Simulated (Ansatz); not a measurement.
Consider the cleavage of the Si–Ga bond: `[NH2][GaH][SiH3]` + `[OH][Ge][OH]` → `[OH][Ge][O][SiH3]` + `[NH2][GaH2]`.

Calculated with Ansatz (gas phase, PBE0-D4/def2-TZVP geometries, no zero-point term in ΔE). CCSD(T)/CBS is the MP2 limit (def2-TZVPP, def2-QZVPP) plus CCSD(T) − MP2 in def2-TZVPP, frozen cores. DFT in def2-TZVPP. HSE06 is defined as in plane-wave codes. For Ga, Ge outer-core shells are correlated without core-valence functions, which leaves a few kJ/mol of doubt a bond. Scalar relativity is left out up to krypton. Each species was taken in one conformer, which may not be the lowest.

CCSD(T)/CBS gives -85.2 kJ/mol.

**Question.** Another level gave -78.2 kJ/mol. Which?
A. HSE06/def2-TZVPP
B. BLYP/def2-TZVPP
C. r2SCAN0/def2-TZVPP
D. PBE/def2-TZVPP

**Answer.** B. BLYP -78.2, HSE06 -71.3, PBE -62.7, r2SCAN0 -85.4 kJ/mol.

Largest T1 diagnostic among the species: 0.015.

From PBE to PBE0 (25 % exact exchange), in def2-TZVPP and without D4, ΔE moves by −8.7 kJ/mol. In def2-TZVPP, CCSD(T) changes the Hartree–Fock value by +24.4 kJ/mol (the triples alone add +2.7 kJ/mol) and MP2 by +17.7 kJ/mol. Leaving LDA and LC-ωPBE aside and taking each functional with its dispersion term where it has one, the values, not all of them listed here, spread over 33.7 kJ/mol, from BHLYP-D4 to PBE-D4. LDA lies −5.1 kJ/mol from PBE without D4.
